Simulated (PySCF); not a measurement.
C3H4O, SMILES O=C1CC1.

Geometry: B3LYP-D3(BJ)/def2-SVP.

These are r2SCAN/def2-TZVPD run with PySCF values and carry that method's errors.

Isolated molecule, no solvent.

* **total energy**: -191.85046 hartree
* **point group**: C2v
* **highest occupied level**: -5.79 eV
* **lowest empty level**: -1.92 eV
* **orbital gap**: 3.87 eV
* **dipole moment**: 2.96 D
* **quadrupole, principal values (traceless, Buckingham form, about the centre of nuclear charge)**: -6.01, 1.93, 4.08 D·Å
* **mean static polarisability**: 39.4 bohr³ (5.83 Å³)
* **polarisability, principal values**: 31.2, 40.8, 46.1 bohr³
